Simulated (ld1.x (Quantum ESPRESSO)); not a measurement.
Ranking TM semilocal potentials for Mo

All share these settings but for the change named:

molybdenum, norm-conserving Troullier–Martins (semilocal form), made with ld1.x (Quantum ESPRESSO) 7.5 (PBE, scalar-relativistic). Core [Kr], reference 4d5 5s1 5p0. Waves: 5p (bound, empty): rc 3.35 bohr; 4d (bound): rc 2.10 bohr; 5s (bound): rc 2.60 bohr. Local part: the s channel. Core correction: none.

Cutoff: the first of the cutoffs (Ry, on a coarse ladder) from which the occupation-weighted sum of valence levels, in a spherical-Bessel basis at the reference potential, stays within 10 and 1 mRy of its value at 400 Ry; the density cutoff is not measured.

The base gives 35 Ry.

Of 6 variants that were run, those that failed, showed a ghost or another fault, or gave nearly equal values are left out.

A variant can come out equal or close to the base.

Question: Rank these variants from softest to hardest (loose cutoff).
A. wave 4d (bound): rc 2.10 bohr becomes 4d (bound): rc 1.56 bohr
B. all radii scaled by about 1.24 (s 3.24, p 4.16, d 2.62 bohr)
C. non-relativistic

Answer: B (30 Ry), C (35 Ry), A (45 Ry).
